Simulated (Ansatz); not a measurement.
`O[CH2][GaH][Br]` + `OC(O)Br` → `[Br][GaH][Br]` + `OCC(O)O`  (formal exchange of groups at a Ga–C bond)

Isolated molecules relaxed with PBE0-D4/def2-TZVP in Ansatz; ΔE leaves out vibrations. CCSD(T)/CBS adds triple-zeta CCSD(T) − MP2 to the extrapolated MP2 energy (def2 sets, frozen cores). Functionals use def2-TZVPP. For Br, Ga outer-core shells are correlated without core-valence functions, which leaves a few kJ/mol of doubt a bond. Scalar relativity is left out up to krypton. Each species was taken in one conformer, which may not be the lowest.

```
             level  ΔE (eV)  difference from CCSD(T)/CBS
            PBE-D4    -1.87                         0.16
         r2SCAN-D4    -2.01                         0.02
           ωB97X-V    -2.05                        -0.02
           ωB97M-V    -2.04                        -0.01
            B2PLYP    -2.02                         0.01
              PBE0    -2.01                         0.02
    MP2/def2-TZVPP    -2.07                        -0.04
     HF/def2-QZVPP    -2.28                        -0.25
SCS-MP2/def2-QZVPP    -2.04                        -0.01
      HF/CBS(def2)    -2.28                        -0.25
       CCSD(T)/CBS    -2.03                            0
```

Largest T1 diagnostic among the species: 0.011.

From PBE to PBE0 (25 % exact exchange), in def2-TZVPP and without D4, ΔE moves by −0.14 eV. In def2-TZVPP, CCSD(T) changes the Hartree–Fock value by +0.23 eV (the triples alone add +0.03 eV) and MP2 by +0.23 eV.

CCSD(T)/CBS has its own doubt, a few kJ/mol and more with outer-core shells, so smaller differences from it don't rank the levels.
